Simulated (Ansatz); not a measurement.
BFH7NSi2, SMILES `N[SiH]([SiH3])BF`, relaxed with RKS PBE-D4/def2-SVP in the Gaussian-basis code of Ansatz from a rough embedded geometry. The force threshold is 0.03 eV/Å; the program also tests the step.

The species carries charge 0 and has multiplicity 1.

Start:

```xyz
12

N     0.663    0.345    1.751
Si    0.414   -0.531    0.264
Si    0.295    0.934   -1.376
B    -1.286   -1.540    0.280
F    -2.493   -0.896    0.548
H     1.515    0.886    1.727
H    -0.149    1.022    1.888
H     1.504   -1.435    0.002
H     1.519    1.776   -1.446
H    -0.852    1.880   -1.158
H     0.094    0.262   -2.663
H    -1.223   -2.703    0.183
```

Q: By how much does the energy fall, and how many steps does the optimiser take? (Estimate.)

A: The calculation gave: 58.43 kJ/mol, in 15 steps, 1 of them rejected.

Q: Which bonds change most? (Estimate.)

A: The calculation gave: Si2–Si3 from 2.202 to 2.381 Å; Si2–H8 from 1.440 to 1.510 Å; B4–F5 from 1.394 to 1.336 Å; B4–H12 from 1.169 to 1.225 Å.

Q: Give the relaxed structure. (Estimate.)

A: The calculation gave: 
```xyz
12

N     0.647    0.390    1.867
Si    0.431   -0.455    0.343
Si    0.324    0.924   -1.595
B    -1.304   -1.503    0.355
F    -2.236   -1.245    1.277
H     1.424    1.052    1.953
H    -0.198    0.804    2.271
H     1.603   -1.377    0.105
H     1.572    1.764   -1.714
H    -0.850    1.868   -1.507
H     0.179    0.116   -2.860
H    -1.594   -2.338   -0.494
```
